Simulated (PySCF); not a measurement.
C₆H₉ClSi₂, SMILES Cl[SiH2][SiH2]c1ccccc1, singlet, GFN2-xTB optimised geometry.

```
18

Cl    -2.05    -4.87    -2.13
Si    -1.12    -3.06    -2.10
Si    -1.37    -2.08    -0.02
C     -0.42    -0.45     0.00
C     -1.07     0.78     0.00
C     -0.36     1.97    -0.01
C      1.02     1.95     0.00
C      1.69     0.73     0.00
C      0.97    -0.45     0.00
H     -1.70    -2.30    -3.21
H      0.27    -3.34    -2.48
H     -2.77    -1.78     0.32
H     -0.85    -2.91     1.08
H     -2.15     0.80     0.00
H     -0.89     2.91    -0.01
H      1.58     2.87     0.00
H      2.77     0.71     0.00
H      1.50    -1.39     0.00
```

Density from PBE/def2-SVP (PySCF) at that geometry.

Minimum of the electron density along straight lines between bonded atoms, close to the bond critical point (lines longer than 1.1 times the sum of covalent radii, or with two minima, are not listed):

| bond | length / Å | ρ at the minimum / e bohr⁻³ | ∇²ρ there / e bohr⁻⁵ | position (fraction from the first atom) |
|---|---|---|---|---|
| Cl1–Si2 | 2.030 | 0.095 | 0.31 | 0.63 |
| Si3–C4 | 1.887 | 0.112 | 0.33 | 0.38 |
| C4–C5 | 1.391 | 0.304 | -0.73 | 0.50 |
| C5–C6 | 1.383 | 0.310 | -0.77 | 0.50 |
| C6–C7 | 1.384 | 0.310 | -0.77 | 0.50 |
| C7–C8 | 1.385 | 0.309 | -0.77 | 0.50 |
| C4–C9 | 1.392 | 0.303 | -0.73 | 0.50 |
| C8–C9 | 1.382 | 0.310 | -0.77 | 0.50 |
| Si2–H10 | 1.465 | 0.118 | 0.31 | 0.49 |
| Si2–H11 | 1.466 | 0.117 | 0.31 | 0.49 |
| Si3–H12 | 1.471 | 0.115 | 0.31 | 0.49 |
| Si3–H13 | 1.472 | 0.114 | 0.30 | 0.49 |
| C5–H14 | 1.081 | 0.281 | -1.05 | 0.63 |
| C6–H15 | 1.081 | 0.281 | -1.05 | 0.63 |
| C7–H16 | 1.080 | 0.281 | -1.05 | 0.63 |
| C8–H17 | 1.081 | 0.281 | -1.05 | 0.63 |
| C9–H18 | 1.082 | 0.281 | -1.04 | 0.63 |
